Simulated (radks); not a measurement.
Coulomb parameter of the 5d shell of the osmium ion Os3+ in the model configuration [Xe] 4f14 5d4 6s1, as a second difference U = [E(n + 0.5) + E(n - 0.5) - 2 E(n)] / (0.5)^2 with all orbitals relaxed. "Bare": the charge of the atom changes with n. "Screened": the 6s shell takes up the change at fixed total charge, which measures U(5d,5d) + U(6s,6s) - 2 U(5d,6s). All-electron calculation, scalar-relativistic Kohn-Sham, SCAN, spin-unpolarised, spherical densities, finite nucleus; meta-GGA in the generalised Kohn-Sham scheme; Fermi nuclear charge, rms radius 5.4126 fm. Program: a radial shooting solver on a logarithmic mesh with Libxc functionals.

case                   configuration  E - E(n) (eV)
start              [Xe] 4f14 5d4 6s1          0.000
bare +0.5        [Xe] 4f14 5d4.5 6s1        -17.262
bare -0.5        [Xe] 4f14 5d3.5 6s1         20.479
screened +0.5  [Xe] 4f14 5d4.5 6s0.5         -2.712
screened -0.5  [Xe] 4f14 5d3.5 6s1.5          2.840

U(bare) = 12.868 eV, U(screened by 6s) = 0.511 eV, against the Slater integral F0(5d,5d) = 15.610 eV with frozen orbitals.
